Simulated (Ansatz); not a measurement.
Relaxed structures of Al$_{2}$H$_{2}$OF (charge -1), singlet (PBE0-D4/def2-TZVPD; forces vanish, vibrations not checked; lower isomers may exist, and structures with a doubtful reference or unclear bonds are left out; Å). Computed with Ansatz 0.2.0 (basis: def2-TZVPPD); correlated methods freeze the cores.

Task: Rank them by CCSD(T) energy, lowest first, and give each one's height above the lowest. Links in brackets join atoms within 1.22 times the sum of their covalent radii (1.1 for two metals). (To be estimated.)
A.
Al₂H₂OF ([O][AlH][AlH][F]), total charge -1
```
6
angstrom
O 0.4702 -1.4870 -2.1890
Al 0.7920 -0.2651 -1.1516
Al -0.6875 0.2150 0.9829
F -2.0393 -0.6778 1.4499
H 2.0023 0.8326 -1.2127
H -0.5378 1.3822 2.1206
```
B.
Al₂H₂OF ([F][AlH2][O][Al]), total charge -1
```
6
angstrom
O -1.0043 -0.4763 -0.5741
Al 0.4936 0.1657 0.1170
Al -2.3975 -1.1550 -1.1428
F 0.9635 -0.8607 1.4036
H 1.6641 0.1474 -1.0227
H 0.2142 1.6606 0.7139
```
C.
Al₂H₂OF ([F][AlH]1[O][AlH]1), total charge -1
```
6
angstrom
O 0.2652 -0.7025 1.1080
Al 0.6889 -0.0456 -0.4566
Al -1.2075 0.2147 1.1604
F -2.6784 -0.5981 0.9820
H 2.0967 -0.6630 -1.0659
H -1.4290 1.4064 2.2174
```

Result: Computed: B (0.0 kJ/mol), C (109.7 kJ/mol), A (270.4 kJ/mol). Heights count from the lowest.

T1 diagnostic: at most 0.023.

For scale, one of the runs: CCSD(T)/def2-TZVPPD, 210 basis functions, launched by `ansatz run in.yaml --threads 2 --pin off --events-out ev --progress --plain --max-ram 4352MiB`. Time: 77 s of wall clock on 2 CPU threads of an Arm Neoverse V2; the host was shared. Peak host memory: 2.6 GiB.
